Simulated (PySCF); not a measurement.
C₇H₆N (SMILES [NH+]#Cc1ccccc1), charge +1, singlet, at a GFN2-xTB geometry. Base run: TPSS/3-21G in PySCF.

Input for PySCF:
```python
from pyscf import gto, scf, dft

mol = gto.M(
    atom='''
N     3.02034350   -0.51441754    0.17174311
C     1.88254636   -0.32063071    0.10704556
C     0.53601575   -0.09129290    0.03047899
C     0.06218357    1.19785483   -0.30225433
C    -1.29615393    1.41172199   -0.37506867
C    -2.18724210    0.37252574   -0.12437121
C    -1.72236910   -0.89761451    0.20342907
C    -0.37028779   -1.14537927    0.28473488
H     4.00294435   -0.68177172    0.22761587
H     0.76320676    1.99484094   -0.49427802
H    -1.66768975    2.39248681   -0.62835944
H    -3.24955905    0.55345697   -0.18477679
H    -2.42224924   -1.69589837    0.39579687
H     0.00278583   -2.12530293    0.53783397
''',
    basis='3-21g',
    charge=1,
    verbose=4,
)

mf = dft.RKS(mol)
mf.xc = 'tpss'
mf.kernel()
```

The base run was repeated with changes; each row names its change, and settings that it needs were set with it.

```json
[
 {"change": "base", "ΔE vs base (µEh)": "0.0", "SCF cycles": "11", "outcome": "converged"},
 {"change": "diis = off (with mf.max_cycle = 100)", "ΔE vs base (µEh)": "-", "SCF cycles": "100", "outcome": "not converged"},
 {"change": "conv_tol = 1e-7", "ΔE vs base (µEh)": "0.0", "SCF cycles": "10", "outcome": "converged"},
 {"change": "diis_space = 20", "ΔE vs base (µEh)": "0.0", "SCF cycles": "11", "outcome": "converged"},
 {"change": "init_guess = 1e", "ΔE vs base (µEh)": "0.0", "SCF cycles": "17", "outcome": "converged"},
 {"change": "diis_space = 2", "ΔE vs base (µEh)": "-", "SCF cycles": "50", "outcome": "not converged"},
 {"change": "conv_tol_grad = 1e-7", "ΔE vs base (µEh)": "0.0", "SCF cycles": "14", "outcome": "converged"},
 {"change": "diis = off; damp = 0.6 (with mf.diis_start_cycle = 200; with mf.max_cycle = 150)", "ΔE vs base (µEh)": "0.0", "SCF cycles": "19", "outcome": "converged"},
 {"change": "init_guess = atom", "ΔE vs base (µEh)": "0.0", "SCF cycles": "12", "outcome": "converged"},
 {"change": "diis_space = 12", "ΔE vs base (µEh)": "0.0", "SCF cycles": "11", "outcome": "converged"},
 {"change": "init_guess = mod_huckel", "ΔE vs base (µEh)": "0.0", "SCF cycles": "14", "outcome": "converged"},
 {"change": "conv_tol = 1e-11", "ΔE vs base (µEh)": "0.0", "SCF cycles": "13", "outcome": "converged"},
 {"change": "solver = newton", "ΔE vs base (µEh)": "0.0", "SCF cycles": "-", "outcome": "converged"}
]
```
